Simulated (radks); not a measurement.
Values are calculated unless marked as measured or tabulated.
These are the eigenvalues of the occupied orbitals of an atom or ion with whole-number occupations (eV). Code: a radial shooting solver on a logarithmic mesh with Libxc functionals. Model: scalar-relativistic Kohn-Sham, PBE, spin-polarised, spherical densities, finite nucleus; Fermi nuclear charge, rms radius of each element as measured or else 0.836 A^(1/3) + 0.57 fm.

| orbital | eigenvalue |
|---|---|
| 1s up | -88073.54 |
| 1s down | -88073.52 |
| 2s up | -15754.27 |
| 2s down | -15754.27 |
| 2p up | -13519.44 |
| 2p down | -13519.42 |
| 3s up | -3781.846 |
| 3s down | -3781.837 |
| 3p up | -3140.633 |
| 3p down | -3140.622 |
| 3d up | -2485.007 |
| 3d down | -2484.999 |
| 4s up | -856.0646 |
| 4s down | -856.0493 |
| 4p up | -645.8170 |
| 4p down | -645.8004 |
| 4d up | -401.9716 |
| 4d down | -401.9526 |
| 5s up | -143.9104 |
| 5s down | -143.8681 |
| 4f up | -132.7654 |
| 4f down | -132.7431 |
| 5p up | -85.7134 |
| 5p down | -85.6715 |
| 5d up | -21.1277 |
| 5d down | -20.9306 |
| 6s up | -12.3788 |
| 6s down | -11.3621 |
| 6p up | -3.9395 |

Which element is it, and in what charge state? The configuration may be excited. Open shells, if any, are filled with parallel spins first.

Answer. Z = 82, lead, charge 0: Pb in [Hg] 6p2. The list shows which subshells hold electrons but not how many an open one holds; the 1s level, -3236.6 hartree, gives Z - s = 80.5 by -(Z - s)^2/2, which with screening and relativity narrows Z to a few neighbours, and the depths of the outer levels then fix element, charge and occupations together.
